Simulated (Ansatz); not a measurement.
Single points on the cluster H5Au3.

```yaml
crystal:
  periodic: [false, false, false]
  atoms:
    - {symbol: Au, position_ang: [1.138610, 0.021735, -1.516588]}
    - {symbol: Au, position_ang: [-0.175333, 1.871526, 0.251577]}
    - {symbol: Au, position_ang: [-0.392621, -0.776157, 0.520595]}
    - {symbol: H, position_ang: [1.388084, -1.501304, -1.913839]}
    - {symbol: H, position_ang: [-1.147918, 2.068238, 1.498646]}
    - {symbol: H, position_ang: [-1.302652, -1.097180, 1.739877]}
    - {symbol: H, position_ang: [0.918592, 1.743339, -1.141608]}
    - {symbol: H, position_ang: [-0.426761, -2.330206, 0.561351]}
basis:
  gaussian: {orbitals: def2-TZVP, initial_orbitals: start.molden}
hamiltonian: {xc: {name: revPBE}, dispersion: d4}
scf: {omitted_lower_state_checks: [starts]}
output: {orbitals: {seedname: orbitals}}
```

The file start.molden holds the orbitals of an earlier run on this structure, at another level or in another basis.

```sh
$ ansatz run in.yaml --threads 4 --pin off --events-out ev --progress --plain --max-ram 3916MiB
```

Output, abridged:

```
Functional definition: revPBE
1294 factors; their error is unknown
mean field evaluation 1: about -11169.4575 eV, gradient 1.0e1 eV
mean field evaluation 2: about -11169.5960 eV, gradient 1.8e-1 eV
mean field evaluation 4: about -11169.5840 eV, gradient 3.4e-4 eV
mean field -11169.58402107 eV, -410.4746417584 hartree, gradient 6.5e-6 eV, S^2 0.000000; 0 other end points of the search recorded, 0 dependent functions left out
reference -11169.58409102 eV, -410.4746443289 hartree; 31, 31 occupied and 119, 119 virtual orbitals, 1294 factors
Total energy: -11170.21922742 eV, -410.4979851611 hartree
Checks for a lower state left out: starts
```

It took 1.4 s on 4 threads of Arm Neoverse V2 on a shared host.

The first input with `hamiltonian: {xc: {name: wB97X-V}}` (abridged; 7 s):

```
Functional definition: wB97X-V
mean field -11159.09024368 eV, -410.0890025523 hartree, gradient 8.7e-6 eV, S^2 0.000000
Total energy: -11159.09024095 eV, -410.0890024517 hartree
Checks for a lower state left out: starts
```

As the first input, with `hamiltonian: {xc: pbe, dispersion: d4}`, `output: {forces: true, orbitals: {seedname: orbitals}}` (abridged; 1.7 s):

```
Functional definition: PBE
mean field -11165.84746129 eV, -410.3373257193 hartree, gradient 2.4e-5 eV, S^2 0.000000
Total energy: -11166.12286162 eV, -410.3474464948 hartree
Atom 0 force    -0.045437     0.039855     0.058261 eV/Å
Atom 1 force     0.030051    -0.065664    -0.043773 eV/Å
Atom 2 force     0.069166     0.135683    -0.092156 eV/Å
Atom 3 force     0.028649    -0.065740    -0.037824 eV/Å
Atom 4 force    -0.042446     0.036082     0.058114 eV/Å
Atom 5 force    -0.077649    -0.022185     0.103293 eV/Å
Atom 6 force     0.037989     0.073092    -0.045071 eV/Å
Atom 7 force    -0.000323    -0.131124    -0.000845 eV/Å
Dipole moment:    -0.031277    -0.067718     0.048080 e Å
Checks for a lower state left out: starts
```

The first input with `correlation: {method: ccsd_t}` and without the key `hamiltonian` (abridged; 88 s):

```
Functional definition: HF
mean field -11080.26362131 eV, -407.1921776108 hartree, gradient 9.6e-6 eV, S^2 0.000000
second order -39.51292730 eV of doubles, -0.00000000 eV of singles
cycle   1  -34.52995752 eV  change     5.0e0 eV  update   2.2e-1
cycle   2  -36.17061510 eV  change    -1.6e0 eV  update   7.6e-2
cycle   3  -36.43649861 eV  change   -2.7e-1 eV  update   3.3e-2
cycle   4  -36.38665153 eV  change    5.0e-2 eV  update   1.3e-2
cycle   5  -36.35147851 eV  change    3.5e-2 eV  update   4.9e-3
cycle   6  -36.35827363 eV  change   -6.8e-3 eV  update   2.0e-3
cycle   7  -36.36003447 eV  change   -1.8e-3 eV  update   7.6e-4
cycle   8  -36.35925531 eV  change    7.8e-4 eV  update   3.5e-4
cycle   9  -36.35952034 eV  change   -2.7e-4 eV  update   1.4e-4
cycle  10  -36.35976881 eV  change   -2.5e-4 eV  update   5.7e-5
cycle  11  -36.35954312 eV  change    2.3e-4 eV  update   2.5e-5
cycle  12  -36.35956445 eV  change   -2.1e-5 eV  update   1.1e-5
perturbative correction -1.19458351 eV, -0.0439001343 hartree
Total energy: -11117.81776927 eV, -408.5722670933 hartree
Checks for a lower state left out: starts
```

As the first input, with `hamiltonian: {xc: pbe0, dispersion: d4}` (abridged; 2.1 s):

```
Functional definition: PBE0
mean field -11161.74412612 eV, -410.1865309329 hartree, gradient 7.8e-5 eV, S^2 0.000000
Total energy: -11161.97962039 eV, -410.1951851877 hartree
Checks for a lower state left out: starts
```

First input, but with `hamiltonian: {xc: r2scan, dispersion: d4}` (abridged; 3 s):

```
Functional definition: r2SCAN
mean field -11167.69149900 eV, -410.4050928549 hartree, gradient 2.3e-5 eV, S^2 0.000000
Total energy: -11167.75077007 eV, -410.4072710267 hartree
Checks for a lower state left out: starts
```

Geometry: r2SCAN-D4/def2-SVP.

In the def2 sets Au takes a core potential; there is no spin–orbit coupling. Correlated methods freeze no core orbitals; core or outer-core shells of Au are correlated, in sets that lack core-valence functions. Another isomer (singlet) lies 0.03 eV lower at revPBE-D4/def2-TZVP; other spin states weren't run for this one.
